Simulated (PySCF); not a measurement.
Ta(NH)(OH)2(Me) (CH6NO2Ta), SMILES [CH3][Ta](=[NH])([OH])[OH], multiplicity 1. Atoms are numbered in the order given.

```xyz
11

Ta    -0.0584     0.0133     0.0000
N     -0.2262     1.7858     0.0000
H     -0.3734     2.7882     0.0000
O     -0.7210    -0.7801     1.6178
H     -1.1290    -0.4651     2.4313
O     -0.7210    -0.7801    -1.6178
H     -1.1290    -0.4651    -2.4313
C      2.0947    -0.2962     0.0000
H      2.5640     0.1548     0.8905
H      2.5640     0.1548    -0.8905
H      2.3157    -1.3796     0.0000
```
Charge 0, spin multiplicity 1.

Coordinates come from a B3LYP-D3(BJ)/def2-SVP optimisation. The multiplicity is an assumed one; other spin states were not compared. The def2 effective core potentials stand for the cores of Ta; spin–orbit coupling is left out. Other conformers were not sampled.

Calculation: PBE/def2-TZVP run with PySCF.

ESP charges are fitted to the potential on shells at 1.4 to 2.0 van der Waals radii. Atomic charges (e):

| atom | Mulliken | ESP fit | Löwdin |
|---|---|---|---|
| Ta1 | 1.16 | 1.49 | 0.64 |
| N2 | -0.60 | -1.12 | -0.37 |
| H3 | 0.21 | 0.48 | 0.13 |
| O4 | -0.62 | -0.73 | ? |
| H5 | 0.33 | 0.42 | ? |
| O6 | -0.62 | -0.73 | ? |
| H7 | 0.33 | 0.42 | ? |
| C8 | -0.63 | -0.58 | -0.55 |
| H9 | 0.14 | 0.12 | ? |
| H10 | 0.14 | 0.12 | ? |
| H11 | 0.14 | 0.12 | ? |

Task: Fill in the missing entries. (The exact figures need the calculation; the answer reports its results.)

Result: 
- O4, Löwdin: -0.28
- H5, Löwdin: 0.17
- O6, Löwdin: -0.28
- H7, Löwdin: 0.17
- H9, Löwdin: 0.13
- H10, Löwdin: 0.13
- H11, Löwdin: 0.12
